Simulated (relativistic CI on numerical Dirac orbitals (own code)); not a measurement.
**Energy levels of Cu⁶⁺**

These numbers are calculated, not measured: Dirac-Coulomb-Breit CI, KLI orbitals optimised for each configuration, model QED, unscaled Slater integrals (own radial code, finite nucleus).

CI space (outside the closed core [Ne]): 3s2 3p6 3d5, 3s2 3p5 3d6, 3s2 3p6 3d4 4s, 3s2 3p6 3d4 4p, 3s 3p6 3d6, 3s2 3p6 3d4 4d, 3s2 3p6 3d4 5s, 3s2 3p6 3d4 4f, 3s2 3p6 3d4 5p, 3s2 3p6 3d4 5d, 3s2 3p6 3d4 5f, 3s2 3p6 3d4 5g, 3s2 3p6 3d3 4s 4p, 3s2 3p6 3d3 4s2, 3s2 3p6 3d2 4s2 4p, 3s2 3p6 3d2 4s2 4d, 3s2 3p6 3d2 4s2 5s, 3p6 3d7, 3p5 3d8. Double excitations out of closed p, d and f shells are left out; levels of such configurations are missing from the list, as are those of other unlisted configurations, and high levels can miss mixing partners.

The lowest level is 3s2 3p6 3d5 6S_5/2, with 100 % of that term; Hund's rules for 3s2 3p6 3d5 give 6S with J = 5/2, in agreement.

```
No.  Configuration  Term     J  E (cm⁻¹)    %  Lifetime (s)   jj configuration (%)
  1    3s2 3p6 3d5    6S   5/2       0.0  100                 3d3/2^2 3d5/2^3 (43)
  2    3s2 3p6 3d5    4G  11/2   50563.4  100                 3d3/2^2 3d5/2^3 (51)
  3    3s2 3p6 3d5    4G   5/2   50662.8   99                 3d3/2^2 3d5/2^3 (39)
  4    3s2 3p6 3d5    4G   9/2   50695.6  100      1.23e+04   3d3/2^2 3d5/2^3 (66)
  5    3s2 3p6 3d5    4G   7/2   50709.4   99      1.37e+05   3d3/2^2 3d5/2^3 (43)
  6    3s2 3p6 3d5    4P   5/2   56735.4   87      7.81e-02             3d5/2 (33)
  7    3s2 3p6 3d5    4P   3/2   57049.0   90      1.18e-01   3d3/2^2 3d5/2^3 (48)
  8    3s2 3p6 3d5    4P   1/2   57383.1   96      5.76e+02   3d3/2^2 3d5/2^3 (53)
  9    3s2 3p6 3d5    4D   7/2   61730.0   99      2.55e+00   3d3/2^2 3d5/2^3 (55)
 10    3s2 3p6 3d5    4D   1/2   62175.7   96      1.16e+00   3d3/2^2 3d5/2^3 (80)
 11    3s2 3p6 3d5    4D   3/2   62394.7   90      7.10e-01     3d3/2 3d5/2^4 (50)
 12    3s2 3p6 3d5    4D   5/2   62400.1   88      5.41e-01   3d3/2^2 3d5/2^3 (39)
 13    3s2 3p6 3d5    2I  11/2   73069.4   98      7.38e+00   3d3/2^2 3d5/2^3 (48)
 14    3s2 3p6 3d5    2I  13/2   73173.5  100      2.53e+02  3d3/2^2 3d5/2^3 (100)
 15    3s2 3p6 3d5    2D   5/2   78807.2   66      1.03e-01             3d5/2 (35)
 16    3s2 3p6 3d5    2D   3/2   80191.2   92      2.48e-01   3d3/2^2 3d5/2^3 (62)
 17    3s2 3p6 3d5    2F   7/2   82299.7   94      1.51e-01   3d3/2^3 3d5/2^2 (38)
 18    3s2 3p6 3d5    4F   5/2   84246.1   51      1.84e-01   3d3/2^2 3d5/2^3 (58)
 19    3s2 3p6 3d5    4F   9/2   84390.8   93      2.27e-01   3d3/2^2 3d5/2^3 (50)
 20    3s2 3p6 3d5    4F   7/2   84782.3   93      1.89e-01     3d3/2 3d5/2^4 (46)
 21    3s2 3p6 3d5    4F   3/2   85288.9   92      1.75e-01     3d3/2 3d5/2^4 (44)
 22    3s2 3p6 3d5    4F   5/2   85594.1   46      1.05e-01           3d5/2^5 (46)
 23    3s2 3p6 3d5    2H   9/2   88691.8   74      2.28e-01   3d3/2^2 3d5/2^3 (69)
 24    3s2 3p6 3d5    2H  11/2   89747.6   98      1.01e-01     3d3/2 3d5/2^4 (62)
 25    3s2 3p6 3d5    2G   7/2   90896.7   97      1.31e+00   3d3/2^2 3d5/2^3 (69)
 26    3s2 3p6 3d5    2G   9/2   91962.5   71      4.67e-01     3d3/2 3d5/2^4 (63)
 27    3s2 3p6 3d5    2F   5/2   97229.4   98      4.68e-01   3d3/2^2 3d5/2^3 (56)
 28    3s2 3p6 3d5    2F   7/2   97576.3   98      4.46e-01     3d3/2 3d5/2^4 (40)
 29    3s2 3p6 3d5    2S   1/2  106634.1   99      1.20e-01   3d3/2^3 3d5/2^2 (40)
 30    3s2 3p6 3d5    2D   3/2  119108.6  100      8.35e-02   3d3/2^3 3d5/2^2 (35)
```

Energies count from the lowest computed level; lifetimes are radiative, by E1, M1, E2 decay to levels of this space only; some are left blank where a channel outside the calculation adds to the decay or the decay crosses a small, uncertain gap. Filled j subshells are mostly left out of the jj labels.

The mean weight of the leading LS term, summed over parents, in these 30 levels is 90 %, and that of the leading jj configuration (from the same eigenvectors) 52 %, so LS coupling describes them better.

At this charge configurations can still be misplaced by up to about 7 % of their energy. Terms inside the open d or f shell come out 10 to 20 % too wide with unscaled integrals. 54 of the 69 excited levels that our extract of the measured tables holds in this range could be paired (the sources list more); they are missed by 5508 cm⁻¹ on average and 18496 at most, and levels without a partner can miss by more.

LS names give the leading component of a level, which can be under half, so a name can repeat, a term be missing and a line seem to break the LS rules.
